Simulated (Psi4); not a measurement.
H4AlO4, charge -1, singlet, geometry from GFN2-xTB (such geometries of metal compounds can be far from the true shape) (a gas-phase anion, which may not be bound at this level).

Input for Psi4:
```
memory 2 GB

molecule {
-1 1
Al   -0.00000000   -0.00000000   -0.00000000
O     1.60013122   -0.41861514   -0.56945509
H     1.76427401   -0.41833359   -1.50225942
O     0.11470341    0.26263230    1.72563179
H     0.83851758    0.77410115    2.05963706
O    -0.51994549    1.40745130   -0.89926369
H    -1.43029173    1.66471842   -0.85289347
O    -1.19488915   -1.25146846   -0.25691301
H    -1.17249985   -2.02048599    0.29551583
}

set {
  basis sto-3g
  puream true
}

energy('ccsd')
print_variables()
```

### Question
Predict the nuclear repulsion energy from Psi4 with CCSD/STO-3G.

### Answer
242.7794 Eh

### Question
What is the computed MP2 correlation energy (CCSD/STO-3G)?

### Answer
-0.1437 Eh

### Question
Predict the total energy from CCSD/STO-3G.

### Answer
-536.888565 Ha

### Question
Give the coupled-cluster correlation energy (without the perturbative part) at the level CCSD/STO-3G.

### Answer
-0.1806 Eh

### Question
Predict the number of basis functions from CCSD/STO-3G.

### Answer
33

A gas-phase anion may not be bound at this level; its values then depend on the basis.
